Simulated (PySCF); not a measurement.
# Radial density of C⁺ (carbon, charge +1)

BHandHLYP, [He] 2s1 2p2, 2s spin antiparallel (an excited configuration). Calculation: PySCF 2.14, in aug-cc-pV5Z; no relativity, point nucleus.

```json
{"r (bohr)": "0.00412", "4πr²ρ (e/bohr)": "0.02543", "4πr²(ρα − ρβ)": "-0.0008"}
{"r (bohr)": "0.00693", "4πr²ρ (e/bohr)": "0.06958", "4πr²(ρα − ρβ)": "-0.0022"}
{"r (bohr)": "0.0117", "4πr²ρ (e/bohr)": "0.1860", "4πr²(ρα − ρβ)": "-0.0060"}
{"r (bohr)": "0.0196", "4πr²ρ (e/bohr)": "0.4784", "4πr²(ρα − ρβ)": "-0.0153"}
{"r (bohr)": "0.0330", "4πr²ρ (e/bohr)": "1.153", "4πr²(ρα − ρβ)": "-0.0365"}
{"r (bohr)": "0.0555", "4πr²ρ (e/bohr)": "2.497", "4πr²(ρα − ρβ)": "-0.0766"}
{"r (bohr)": "0.0933", "4πr²ρ (e/bohr)": "4.521", "4πr²(ρα − ρβ)": "-0.1272"}
{"r (bohr)": "0.157", "4πr²ρ (e/bohr)": "6.102", "4πr²(ρα − ρβ)": "-0.1215"}
{"r (bohr)": "0.264", "4πr²ρ (e/bohr)": "5.148", "4πr²(ρα − ρβ)": "0.0707"}
{"r (bohr)": "0.444", "4πr²ρ (e/bohr)": "2.369", "4πr²(ρα − ρβ)": "0.4276"}
{"r (bohr)": "0.747", "4πr²ρ (e/bohr)": "1.622", "4πr²(ρα − ρβ)": "0.5958"}
{"r (bohr)": "1.26", "4πr²ρ (e/bohr)": "1.915", "4πr²(ρα − ρβ)": "0.4822"}
{"r (bohr)": "2.11", "4πr²ρ (e/bohr)": "0.8286", "4πr²(ρα − ρβ)": "0.2640"}
{"r (bohr)": "3.55", "4πr²ρ (e/bohr)": "0.07427", "4πr²(ρα − ρβ)": "0.0395"}
{"r (bohr)": "5.98", "4πr²ρ (e/bohr)": "0.0005514", "4πr²(ρα − ρβ)": "0.0004"}
```

With the s spin flipped the determinant is a mixture of two multiplicities, not a spectroscopic state.
